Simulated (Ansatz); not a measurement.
The cluster GeO4, relaxed as a triplet with UKS r2SCAN-D4/def2-SVP in Ansatz, starting from the r2SCAN-D4/def2-SVP geometry of the neutral singlet. Force threshold 0.02 eV/Å.

The structure holds 2 bonds between oxygen atoms, so isomers without such links may lie far lower. At r2SCAN-D4/def2-SVP a singlet of charge 0 lies 0.75 eV below the triplet, each at its own geometry. The structure comes from a short search, and lower isomers may exist.

Start:

```xyz
5

Ge   -0.014    0.397   -0.593
O     0.887    0.196    0.963
O    -0.858   -0.985    0.214
O     0.033   -0.909    1.356
O    -0.047    1.301   -1.941
```

```
         step  energy (eV)  largest force component (eV/Å)  SCF passes
            1  -64679.6439                           4.459          52
            2  -64680.4140                           3.020          39
            3  -64681.2175                           2.796          41
 4 (rejected)  -64681.0272                           2.687          32
            5  -64681.4047                           0.437          34
            6  -64681.4446                           0.320          33
            7  -64681.5106                           1.102          34
            8  -64681.5358                           2.300          34
            9  -64681.8606                           1.902          33
           10  -64682.0795                           0.767          32
           11  -64682.1221                           1.346          32
           12  -64682.1307                           0.752          31
           13  -64682.1453                           0.592          32
14 (rejected)  -64682.0347                           1.208          39
           15  -64682.1657                           0.145          33
           16  -64682.1667                           0.010          28
```

Force components are those of the run's own axes.

End:

```xyz
5

Ge    0.448   -0.003   -1.041
O     0.876    0.166    0.967
O    -0.835   -0.990    0.234
O    -0.167   -0.600    1.334
O    -0.322    1.427   -1.495
```

By distances, no bond broke or formed. The bond that changes most is Ge1–O3, from 1.81 to 2.06 Å (atoms count from 1).

No frequencies were taken in this run, so the end may be a saddle point.

It took 31 s on 4 threads of Arm Neoverse V1 on a shared host.
